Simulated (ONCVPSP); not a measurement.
## Sm, ONCV: configuration errors across variants

```json
{"Element": "Sm", "Generator": "ONCVPSP 4.0.1", "Type": "optimised norm-conserving Vanderbilt (ONCV)", "Functional": "PBE", "Relativity": "scalar-relativistic", "Frozen core": "[Kr] 4d10 4f5", "Valence charge": "11", "Reference configuration": "5s2 5p6 5d1 6s2", "Partial waves": "5s+6s: rc 2.30 bohr, ncon 3, nbas 6, qcut 4 1/bohr, 2 projectors; 5p: rc 2.20 bohr, ncon 4, nbas 7, qcut 5.1 1/bohr, 2 projectors, debl 0.9 Ha; 5d: rc 2.60 bohr, ncon 4, nbas 8, qcut 3.1 1/bohr, 3 projectors, debl 3.6 Ha", "Local potential": "polynomial inside 2.15 bohr (lpopt 4, dvloc0 3 Ha)", "Core correction": "polynomial model core, fcfact 0.55"}
```

In the p channel the program set the typed energies aside and used -0.955, 0.250 Ha.

All-electron excitation energies from the reference (eV): (1) 5s2 5p6 5d1 6s1 6.454; (2) 5s2 5p6 5d1 6s0 18.224; (3) 5s2 5p6 5d0 6s0 37.927.

1 further variants failed, have other tests or too few solved ones, and are left out.

Errors AE − PS in meV (a dash: test not solved or not reliable):

```tsv
change	(1)	(2)	(3)	bound ghosts	GHOST(+) flags above zero
base	-4.8	-28	-100	none	none
s: rc 3.16	-5.1	-32	-104	none	none
s: qcut 4.6; p: qcut 5.9; d: qcut 3.6	-4.7	-26	-109	none	none
all radii but the core radius scaled by about 1.25 (s 2.86, p 2.74, d 3.24 bohr); local potential polynomial inside 2.68 bohr (lpopt 4, dvloc0 3 Ha)	-4.6	-49	-21	none	d
p: qcut 3.8	-4.8	-28	-100	none	none
s: qcut 3.5	-4.9	-29	-101	none	none
```

Q: Give the same row for: core correction Teter function, fcfact 3.5, rcfact 1.5.

A: -1.3, -1.9, -53; bound ghosts: none; GHOST(+) flags above zero: none.
